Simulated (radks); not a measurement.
Lu+, configuration [Xe] 4f14 5d1 6s1 (not the ground configuration). Calculated with a radial shooting solver on a logarithmic mesh with Libxc functionals: scalar-relativistic Kohn-Sham, r2SCAN, spin-polarised, spherical densities, finite nucleus; open shells are filled with parallel spins first (spin-orbit coupling, left out, can overturn this in heavy ions); meta-GGA in the generalised Kohn-Sham scheme; Fermi nuclear charge, rms radius 5.37 fm.

Radial electron density D(r) = 4 pi r^2 rho(r):

r (bohr),D(r) (e/bohr),spin D(r)
0.002069,19.09,0.000864
0.002428,23.85,0.00107
0.002827,29.21,0.00129
0.003291,35.45,0.00155
0.003831,42.56,0.00183
0.00446,50.46,0.00211
0.005192,58.95,0.00239
0.006093,68.19,0.00264
0.007094,76.76,0.00280
0.008258,84.53,0.00283
0.009614,90.80,0.00268
0.01119,94.93,0.00230
0.01313,96.46,0.00164
0.01529,95.22,0.000790
0.0178,91.97,-0.000170
0.02072,88.09,-0.00103
0.02412,85.54,-0.00150
0.02831,86.59,-0.00117
0.03296,92.58,0.000207
0.03837,103.1,0.00272
0.04466,115.7,0.00610
0.052,125.9,0.00979
0.06102,129.2,0.0134
0.07104,123.5,0.0163
0.0827,111.8,0.0195
0.09627,101.2,0.0237
0.1121,98.68,0.0286
0.1305,105.6,0.0308
0.1531,115.3,0.0243
0.1782,115.4,0.00655
0.2075,101.0,-0.0163
0.2416,78.29,-0.0297
0.2812,60.60,-0.0220
0.33,57.02,0.00261
0.3842,63.81,0.0163
0.4473,68.37,0.00198
0.5207,62.93,-0.0286
0.6062,49.44,-0.0401
0.7114,34.26,-0.00367
0.8281,24.01,0.0714
0.9641,18.10,0.158
1.122,14.35,0.240
1.307,10.99,0.323
1.533,7.474,0.429
1.785,4.624,0.547
2.078,2.649,0.655
2.419,1.530,0.716
2.816,0.9723,0.698
3.279,0.6663,0.590
3.848,0.4266,0.411
4.479,0.2399,0.237
5.214,0.1092,0.109
6.07,0.03860,0.0385
7.067,0.01032,0.0103
8.293,0.001847,0.00185
9.655,0.0002555,0.000255

D(r) has 4 maxima, at r = 0.0131, 0.0596, 0.166, 0.447 bohr, and minima at 0.0253, 0.108, 0.315 bohr, inside which lie 1.92, 11.07, 29.69 electrons.
